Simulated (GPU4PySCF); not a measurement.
C₁₀H₁₆S, SMILES CCCCCCc1ccsc1.

The structure is a stationary point at PBE0-D3(BJ)/def2-TZVP. Other conformers were not sampled.

Two levels are set side by side: TDA-PBE/def2-SVPD (GPU4PySCF) and TDA-CAM-B3LYP/def2-SVPD (GPU4PySCF). Vertical, same geometry. The lowest singlet is HOMO−1→LUMO 31 %, HOMO→LUMO 26 %, HOMO→LUMO+1 23 %, HOMO→LUMO+3 7 % with PBE and HOMO→LUMO 52 %, HOMO−1→LUMO 29 % with the other functional; states are paired by order. Differences are taken from unrounded values.

```json
[
 {"quantity": "lowest singlet excitation (eV)", "TDA-PBE": "5.55"},
 {"quantity": "lowest triplet excitation (TDA) (eV)", "TDA-PBE": "3.91"},
 {"quantity": "first bright state (f over 0.05) (eV)", "TDA-PBE": "6.04"},
 {"quantity": "its oscillator strength", "TDA-PBE": "0.06"}
]
```

These are the TDA-PBE values. What does TDA-CAM-B3LYP give? (The exact figures need the calculation; the answer reports its results.)


```
quantity                               TDA-CAM-B3LYP  TDA-PBE minus TDA-CAM-B3LYP
-------------------------------------  -------------  ---------------------------
lowest singlet excitation (eV)                  5.96                        -0.41
lowest triplet excitation (TDA) (eV)            3.86                         0.05
first bright state (f over 0.05) (eV)           5.96                         0.08
its oscillator strength                         0.11                        -0.05
```

A lower first singlet is the usual sign of a functional without exact exchange. Differences between two approximate levels are no errors against the true value.
